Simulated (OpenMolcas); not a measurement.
**Cl3+: effect of the IPEA shift**

* Program: OpenMolcas
* Basis: ANO-R3 [6s5p4d3f1g]
* Scalar Hamiltonian: X2C, finite nucleus
* Active space: 2 electrons in 9 orbitals (RAS2 3p; RAS3 3d 4s, at most 1 electron)
* State averaging: 2S+1 = 3 even, 3 roots; 2S+1 = 1 even, 6 roots; 2S+1 = 3 odd, 18 roots; 2S+1 = 1 odd, 18 roots
* Spin-orbit coupling: state interaction with AMFI integrals over the reference wave functions, term energies averaged over their components

Methods on the same reference wave functions:
A. RASSCF
B. MS-RASPT2, IPEA 0.25 Eh, imaginary shift 0.1 Eh (closed shells correlated: 2s 2p 3s)
C. MS-RASPT2, IPEA 0.5 Eh, imaginary shift 0.1 Eh (closed shells correlated: 2s 2p 3s)

Energies in cm⁻¹ above 3s² 3p² ³P₀, the measured ground level; measured values from Moore, Atomic Energy Levels, vol. I, NSRDS-NBS 35 (1971 reprint of NBS Circular 467, 1949).

```
         Level       A       B       C  Measured
   3s² 3p² ³P₀     0.0     0.0     0.0       0.0
   3s² 3p² ³P₁     445     447     447       491
   3s² 3p² ³P₂    1246    1243    1243      1341
   3s² 3p² ¹D₂   16826   13530   13300     13766
   3s² 3p² ¹S₀   40585   38260   37820     32550
3s² 3p 3d ³F°₂  153326  152980  152710          
3s² 3p 3d ³F°₃  153799  153410  153130          
3s² 3p 3d ³F°₄  154404  154030  153750          
3s² 3p 3d ¹D°₂  159096  138680  142010          
3s² 3p 3d ³P°₂  175971  159650  162980          
3s² 3p 3d ³P°₁  176366  160050  163380          
3s² 3p 3d ³P°₀  176602  160300  163620          
3s² 3p 3d ³D°₁  180025  162930  166980          
3s² 3p 3d ³D°₂  180218  163140  167180          
3s² 3p 3d ³D°₃  180400  163310  167370          
3s² 3p 3d ¹P°₁  208784  188710  191030          
3s² 3p 3d ¹F°₃  213764  202440  202170          
3s² 3p 4s ³P°₀  219315  218280  217930    215026
3s² 3p 4s ³P°₁  219667  218610  218260    215389
3s² 3p 4s ³P°₂  220588  219560  219210    216468
3s² 3p 4s ¹P°₁  224876  222630  222060    219454
```

Deviations, from unrounded energies. A percentage is the sum of absolute deviations over the sum of measured energies, with the sign that they share, or ± where signs differ.

| Against measurement | Levels | A | B | C |
| --- | --- | --- | --- | --- |
| mean absolute deviation (cm-1) | 8 | 3700 | 2400 | 2100 |
| fine structure of the ground term (%) | 2 | -7.7 | -7.8 | -7.8 |
| other terms of the ground configuration (%) | 2 | +24.0 | ±12.8 | ±12.4 |
| other configurations (%) | 4 | +2.1 | +1.5 | +1.3 |

C lies closest to measurement on these levels and A furthest from it. The largest miss of C in the table is 3s² 3p² ¹S₀, by +5300 cm-1. The ranking rests on the paired levels alone, and a cruder setting can come out closer through cancelling errors.

Between B and C the level of the table that moves most is 3s² 3p 3d ³D°₃, by 4100 cm-1 (lowest in B, highest in C). Moves below CASPT2's spread within the term are not significant.

The mean deviations of B to C differ by less than CASPT2's widest spread within a term (280 cm-1), so their order carries little weight.

From A to B the spin-free energies of the other terms of 3s² 3p² shown, above ³P, scale by factors of 0.79 to 0.94.

The lowest spin-free term lies below A's lowest term by 0.357 hartree in B, 0.352 hartree in C.

CASPT2 breaks the degeneracy within a term, and the mean is taken; among the terms shown or strongly mixed into the levels shown the widest spread is 280 cm-1 (3s² 3p 3d ³F°, C). Over all roots computed the reference weight is 0.82 to 0.97 in B, 0.86 to 0.97 in C; the roots of lowest weight are the least certain, and an intruder state may touch them. ANO sets are built for valence states and can reach diffuse excited orbitals poorly, and with the s shell closed the s pⁿ⁺¹ terms that mix with these levels are absent. With the s shell closed, the reference lacks s² → p² mixing. Some terms miss by over 15 % even with CASPT2, which points to a basis or an active space too small for the shells correlated (holds for B; C). Measured partners are found by configuration, term and J. A level has none where our copy of the source lacks it or the pairing is in doubt (some pairs that miss far off the trend of their configuration count as doubtful), and it then counts in no deviation. Only configurations of the active space appear.

° marks odd parity.
